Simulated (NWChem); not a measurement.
A series in which one site is exchanged, each optimised at PBE0/def2-SVP with NWChem, gas phase unless a solvent is named. All stand in one matching conformer (torsions within 35°), which need not be the lowest. This build's default masses of Se (78.918 u) and Br (79.917 u) are each other's, which moves their modes by up to 0.6 %. Some are not confirmed as minima by frequencies. def2 effective core potentials on I; no spin-orbit coupling.

A: [O]([MgH])[SiH3] (MgSiH4O; site = H)
B: [SiH3][O][Mg][Br] (MgSiH₃OBr; site = Br)
C: [SiH3][O][Mg][Cl] (MgSiH3OCl; site = Cl)
D: [SiH3][O][Mg][I] (MgSiH₃OI; site = I)

```csv
quantity,A,B,C,D
"dipole (D), PBE0/def2-SVP",?,0.10,0.26,0.19
"orbital gap (eV), PBE0/def2-SVP",?,6.52,6.57,6.02
"static polarisability, PBE/def2-SVPD (bohr³)",?,78.3,68.7,94.6
"lowest singlet excitation, PBE/def2-SVPD, TDA (eV)",?,4.42,4.47,4.24
```

What belongs in the gaps?


- dipole (D), PBE0/def2-SVP, A: 1.34
- orbital gap (eV), PBE0/def2-SVP, A: 7.14
- static polarisability, PBE/def2-SVPD (bohr³), A: 61.5
- lowest singlet excitation, PBE/def2-SVPD, TDA (eV), A: 5.01
